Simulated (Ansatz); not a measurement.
`C[SiH](S)CO`, relaxed with RKS PBE0-D4/def2-TZVP in Ansatz 0.2.0 from a PBE-D4/def2-SVP geometry. The force threshold is 0.005 eV/Å; the program also tests the step.

Total charge 0; spin multiplicity 1.

Start:

```xyz
13

C     0.233   -0.232    1.887
Si   -0.560    0.208    0.234
S    -0.081    2.241   -0.407
C     0.014   -0.883   -1.223
O    -0.447   -0.351   -2.454
H    -0.087    0.472    2.681
H     1.340   -0.195    1.817
H    -0.056   -1.258    2.194
H    -2.060    0.242    0.321
H     1.269    2.049   -0.347
H     1.131   -1.000   -1.184
H    -0.399   -1.911   -1.116
H    -0.298    0.619   -2.402
```

```tsv
step	energy (eV)	largest force (eV/Å)	largest move (Å)
1	-22956.1191	0.585	0.000
2	-22956.1735	0.219	0.037
3	-22956.1810	0.053	0.034
4	-22956.1814	0.026	0.018
5	-22956.1816	0.010	0.007
6	-22956.1816	0.009	0.005
7	-22956.1816	0.006	0.003
8 (rejected)	-22956.1809	0.127	0.007
9	-22956.1816	0.005	0.003
10	-22956.1817	0.001	0.003
```

End:

```xyz
13

C     0.239   -0.236    1.851
Si   -0.551    0.236    0.229
S    -0.082    2.255   -0.360
C     0.007   -0.878   -1.189
O    -0.416   -0.392   -2.449
H    -0.090    0.431    2.650
H     1.328   -0.181    1.787
H    -0.033   -1.259    2.124
H    -2.034    0.261    0.324
H     1.250    2.080   -0.301
H     1.101   -1.008   -1.152
H    -0.425   -1.876   -1.064
H    -0.294    0.565   -2.450
```

It took 45 s on 4 threads of an Arm Neoverse V1 on a shared host, with 0.63 GiB of host memory at the peak.
